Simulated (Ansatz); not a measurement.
# Match the barriers

Saddle point of Si2H8O2, singlet (SiH₄O ([OH][SiH3]) + SiH₄O ([OH][SiH3]) → Si₂H₆O ([SiH3][O][SiH3]) + H₂O; bonds formed: Si1–O7, O2–H6; bonds broken: Si1–O2, H6–O7), PBE0-D4/def2-TZVP structure:

Si1  (-1.256, 0.574, 0.104)
O2  (-1.488, -1.128, -0.575)
H3  (-0.904, 1.724, -0.769)
H4  (-2.759, 0.731, 0.143)
H5  (-0.920, 0.672, 1.546)
H6  (-0.393, -1.097, -0.713)
O7  (0.476, -0.206, -0.300)
Si8  (1.980, -0.048, 0.326)
H9  (-2.086, -1.240, -1.319)
H10  (2.091, 1.266, 1.014)
H11  (2.272, -1.130, 1.307)
H12  (2.988, -0.117, -0.765)
(Å)

Program: Ansatz 0.2.0. Basis: def2-TZVPP, with def2-QZVPP for the basis limit. Cores are frozen in the correlated methods. Extrapolation: Hartree–Fock as exp(−7.88 √X), correlation as X^−2.97. Four methods, as single points on the PBE0-D4 structures, gave these electronic barriers from the start structure: 24.60, 26.90, 32.23, 42.97 kcal/mol.

Problem. The methods were, in alphabetical order, BHLYP-D4, HF, PBE-D4, PBE0-D4. Which gave which? (Judge from chemistry; the calculation decides.)

Solution. By the calculation: PBE-D4 24.60; PBE0-D4 26.90; BHLYP-D4 32.23; HF 42.97 kcal/mol. For comparison, CCSD(T) at an estimated basis limit (MP2 extrapolated from triple and quadruple zeta, plus CCSD(T) − MP2 in triple zeta) gives 29.64 kcal/mol.

T1 diagnostic: at most 0.012.

Labels in which every atom is bracketed show which atoms are joined, not bond orders.

For scale, one of the runs: CCSD(T)/def2-TZVPP, 258 basis functions, launched by `ansatz run in.yaml --threads 4 --pin off --events-out ev --progress --plain --max-ram 9574MiB`. The run took 110 s on 4 CPU threads of an Arm Neoverse V2 (shared host), with 5.7 GiB of host memory at its peak.
